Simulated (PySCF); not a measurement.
Computed vibrations of [Yb(H2CO)]3+

[Yb(H2CO)]3+ (singlet in the valence; each metal's 4f electrons, 13 of them, lie in its core potential, out of spins and levels). PySCF 2.14.0, RKS PBE0, Yb lcecp-1-SVP with ECP59, O def2-SVP, C def2-SVP, H def2-SVP; non-relativistic Hamiltonian with scalar-relativistic core potentials where named; density fitting; no spin-orbit coupling. Central differences of gradients.

```xyz
5

Yb    0.0000    0.0000   -0.3892
O     0.0000    0.0000    1.6253
C     0.0000    0.0000    2.8971
H     0.9736    0.0000    3.4387
H    -0.9736    0.0000    3.4387
```

Run from Python with OMP_NUM_THREADS=2. Where DIIS fails, smearing, a level shift and second-order steps follow.
It took 28 s on 2 threads of Intel(R) Xeon(R) CPU @ 2.60GHz (Ice Lake), on a shared host.

Task: What are the harmonic wavenumbers and infrared intensities?

Result: Modes are labelled in C2v; negative numbers are unstable modes, those under 60 cm⁻¹ near the noise; a finer grid moves soft modes by up to 10 cm⁻¹.
```tsv
cm⁻¹	km/mol	symmetry
262	61.3	b2
280	69.2	b1
455	18.0	a1
1171	19.7	b2
1245	5.6	b1
1434	319.4	a1
1540	275.1	a1
3006	97.9	a1
3160	109.2	b2
```

Task: Is this a minimum?

Result: Yes. Ideal gas at 298.15 K and 1 bar: S = 287.2 J/(mol K), Cp = 55.7 J/(mol K), H − H(0 K) = 13.1 kJ/mol (rigid rotor, harmonic modes, spin degeneracy alone, that of the 4f electrons in the core included).

An lcecp potential fixes the number of 4f electrons, so in runs with it no electron can move into or out of that shell.
